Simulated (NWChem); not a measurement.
System: C3H3N2, doublet; SMILES [c]1cn[nH]c1

NWChem input:

```
start job
memory heap 200 mb stack 900 mb global 1100 mb
geometry units angstroms noautosym nocenter noautoz
  C      1.229155    -0.115785     0.000000
  C      0.522315     1.062894     0.000000
  N     -0.775467     0.666979     0.000000
  N     -0.933309    -0.652656     0.000000
  C      0.296235    -1.161775     0.000000
  H      0.821319     2.108343     0.000000
  H     -1.597821     1.257755     0.000000
  H      0.447543    -2.239692     0.000000
end
basis spherical
  * library def2-svp
end
dft
  odft
  mult 2
  xc b3lyp
  iterations 150
end
cosmo
  do_cosmo_smd true
  solvent benzene
end
task dft energy
```

Parts of the log:

```
             Northwest Computational Chemistry Package (NWChem) 7.3.0
             --------------------------------------------------------

                             Geometry "geometry" -> ""
                             -------------------------

 Output coordinates in angstroms (scale by  1.889725989 to convert to a.u.)

  No.       Tag          Charge          X              Y              Z
 ---- ---------------- ---------- -------------- -------------- --------------
    1 C                    6.0000     1.22915500    -0.11578500     0.00000000
    2 C                    6.0000     0.52231500     1.06289400     0.00000000
    3 N                    7.0000    -0.77546700     0.66697900     0.00000000
    4 N                    7.0000    -0.93330900    -0.65265600     0.00000000
    5 C                    6.0000     0.29623500    -1.16177500     0.00000000
    6 H                    1.0000     0.82131900     2.10834300     0.00000000
    7 H                    1.0000    -1.59782100     1.25775500     0.00000000
    8 H                    1.0000     0.44754300    -2.23969200     0.00000000

 Effective nuclear repulsion energy (a.u.)     155.0670047386

                                 NWChem DFT Module
                                 -----------------

 Summary of "ao basis" -> "ao basis" (spherical)
 ------------------------------------------------------------------------------
       Tag                 Description            Shells   Functions and Types
 ---------------- ------------------------------  ------  ---------------------
 C                          def2-svp                 6       14   3s2p1d
 N                          def2-svp                 6       14   3s2p1d
 H                          def2-svp                 3        5   2s1p

 in cosmo_initialize ...
 calling solv_data for solv:benzene

 solvent parameters
 solvname_short: benzene
 solvname_long:  benzene
 dielec:        2.2706
 dielecinf:     2.2533
 nonaqueous SMD model solvent descriptors
 dielec:        2.2706
 sola:          0.0000
 solb:          0.1400
 solc:          1.0000
 solg:         40.6200
 solh:          0.0000
 soln:          1.5011

          ---------------
          -cosmo- solvent
          ---------------
 Cosmo: York-Karplus, doi: 10.1021/jp992097l
 dielectric constant -eps-     =   2.27
 screen = (eps-1)/(eps    )    =   0.55959
 surface charge correction     = lagrangian

   van der Waals surface
 --------------------------

 ---------- ATOMIC COORDINATES (A.U.) ------------ VDWR(ANG.) --
     1    2.32276615   -0.21880192    0.00000000     1.850
     2    0.98703223    2.00857841    0.00000000     1.850
     3   -1.46542014    1.26040755    0.00000000     1.890
     4   -1.76369827   -1.23334100    0.00000000     1.890
     5    0.55980298   -2.19543641    0.00000000     1.850
     6    1.55206786    3.98419056    0.00000000     1.200
     7   -3.01944387    2.37681231    0.00000000     1.200
     8    0.84573364   -4.23240418    0.00000000     1.200
 number of segments per atom =        128
 number of   points per atom =        128
 atom (   nspa,  nppa )
 ----------------------
    1 (     62,     0 )       0
    2 (     50,     0 )       0
    3 (     52,     0 )       0
    4 (     62,     0 )       0
    5 (     48,     0 )       0
    6 (     52,     0 )       0
    7 (     48,     0 )       0
    8 (     52,     0 )       0
 number of -cosmo- surface points =      426
 molecular surface =     95.267 angstrom**2
 molecular volume  =     80.979 angstrom**3
 -lineq- algorithm             =   0
 -bem- low  level              =   3
 -bem- from -octahedral-
 gaussian surface charge width =   4.50000
 degree of switching           =   1.00000
 switching function tolerance  =   0.00010
 atomic radii =
 --------------
    1  6.000  1.850
    2  6.000  1.850
    3  7.000  1.890
    4  7.000  1.890
    5  6.000  1.850
    6  1.000  1.200
    7  1.000  1.200
    8  1.000  1.200
 ...... end of -cosmo- initialization ......

 nat:                     8
 ixmem:                  3618
 calling mnsol_interface()
 G(SMD-CDS) energy (kcal/mol)  =    -0.515
 SMD-CDS SASA (angstrom**2)    =   115.019

[...]

                                COSMO-SMD solvation results
                                ---------------------------

             internal energy in gas <Psi(g)|H|Psi(g)> =      -225.336555172125
         internal energy in solvent <Psi(s)|H|Psi(s)> =      -225.335951281923
                               delta internal energy  =         0.000603890203 (    0.38 kcal/mol)
   total free energy in solvent <Psi(s)|H+V/2|Psi(s)> =      -225.342909993765
 polarization energy contribution <Psi(s)|V/2|Psi(s)> =        -0.006958711842 (   -4.37 kcal/mol)
    total free energy in solvent including G(SMD-CDS) =      -225.343730031752
                       G(SMD-CDS) energy contribution =        -0.000820037987 (   -0.51 kcal/mol)
     1 M fixed-concentration free energy of solvation =        -0.007174859626 (   -4.50 kcal/mol)

                    DFT Final Alpha Molecular Orbital Analysis
                    ------------------------------------------

 Vector   16  Occ=1.000000D+00  E=-2.762225D-01
              MO Center=  4.6D-01, -3.4D-01, -1.9D-09, r^2= 2.6D+00
   Bfn.  Coefficient  Atom+Function         Bfn.  Coefficient  Atom+Function
  ----- ------------  ---------------      ----- ------------  ---------------
     4      0.483261  1 C  px                46     -0.367355  4 N  px
     7      0.315640  1 C  px                49      0.256088  4 N  px
     3      0.208254  1 C  s                 60     -0.199683  5 C  px
    45     -0.179665  4 N  s                 31      0.144292  3 N  s
    16     -0.136048  2 C  s                 30      0.122990  3 N  s

 Vector   17  Occ=1.000000D+00  E=-2.747569D-01
              MO Center=  2.0D-01, -2.2D-01,  1.1D-09, r^2= 2.2D+00
   Bfn.  Coefficient  Atom+Function         Bfn.  Coefficient  Atom+Function
  ----- ------------  ---------------      ----- ------------  ---------------
    34      0.396163  3 N  pz                62      0.360381  5 C  pz
     6      0.336930  1 C  pz                37     -0.314671  3 N  pz
    65      0.237122  5 C  pz                 9      0.225064  1 C  pz
    48     -0.055008  4 N  pz                51      0.036997  4 N  pz
    23     -0.025892  2 C  pz

 Vector   18  Occ=1.000000D+00  E=-2.649364D-01
              MO Center=  1.1D-01,  7.6D-02,  1.2D-10, r^2= 2.3D+00
   Bfn.  Coefficient  Atom+Function         Bfn.  Coefficient  Atom+Function
  ----- ------------  ---------------      ----- ------------  ---------------
    48      0.393940  4 N  pz                20      0.379702  2 C  pz
    51     -0.294597  4 N  pz                 6      0.275423  1 C  pz
    23      0.265410  2 C  pz                 9      0.182625  1 C  pz
    62     -0.151540  5 C  pz                65     -0.121444  5 C  pz
    34     -0.029758  3 N  pz

 Vector   19  Occ=0.000000D+00  E= 8.268098D-03
              MO Center= -1.2D-01,  1.8D-01, -7.3D-11, r^2= 2.5D+00
   Bfn.  Coefficient  Atom+Function         Bfn.  Coefficient  Atom+Function
  ----- ------------  ---------------      ----- ------------  ---------------
    23      0.514260  2 C  pz                37     -0.449398  3 N  pz
    51      0.440683  4 N  pz                20      0.379043  2 C  pz
    48     -0.380877  4 N  pz                34      0.368865  3 N  pz
    65     -0.271343  5 C  pz                62     -0.225665  5 C  pz
     9     -0.192749  1 C  pz                 6     -0.133002  1 C  pz

 Vector   20  Occ=0.000000D+00  E= 5.769634D-02
              MO Center=  5.9D-01, -3.7D-01, -5.4D-11, r^2= 2.6D+00
   Bfn.  Coefficient  Atom+Function         Bfn.  Coefficient  Atom+Function
  ----- ------------  ---------------      ----- ------------  ---------------
     9      0.694103  1 C  pz                65     -0.633633  5 C  pz
    23     -0.449138  2 C  pz                 6      0.434037  1 C  pz
    62     -0.406455  5 C  pz                51      0.302974  4 N  pz
    20     -0.262357  2 C  pz                48     -0.222982  4 N  pz
    37      0.064605  3 N  pz                34     -0.033509  3 N  pz

 Vector   21  Occ=0.000000D+00  E= 6.583961D-02
              MO Center= -1.2D+00,  1.5D+00,  5.4D-12, r^2= 4.2D+00
   Bfn.  Coefficient  Atom+Function         Bfn.  Coefficient  Atom+Function
  ----- ------------  ---------------      ----- ------------  ---------------
    77      1.377250  7 H  s                 31     -1.171265  3 N  s
    72      0.871343  6 H  s                 22     -0.455444  2 C  py
    82      0.405435  8 H  s                 17     -0.334871  2 C  s
    21     -0.303939  2 C  px                35      0.299154  3 N  px
    36     -0.221623  3 N  py                 7      0.205989  1 C  px

                     DFT Final Beta Molecular Orbital Analysis
                     -----------------------------------------

 Vector   15  Occ=1.000000D+00  E=-3.009047D-01
              MO Center= -8.3D-01, -6.2D-01,  1.1D-11, r^2= 1.7D+00
   Bfn.  Coefficient  Atom+Function         Bfn.  Coefficient  Atom+Function
  ----- ------------  ---------------      ----- ------------  ---------------
    46      0.440379  4 N  px                45      0.385512  4 N  s
    49     -0.299287  4 N  px                44      0.240256  4 N  s
    47      0.201244  4 N  py                60      0.178042  5 C  px
    18     -0.170752  2 C  px                 5     -0.138644  1 C  py
    33     -0.136056  3 N  py                 2      0.134654  1 C  s

[...]
```

Level: B3LYP/def2-SVP, spin-unrestricted, SMD on the gas-phase geometry. In the optimisation the excess spin sits in a' (Cs, its own frame). Geometry: optimised at PBE0/def2-SVP, spin-unrestricted. No stability test was run on the SCF state. Solvent: benzene.
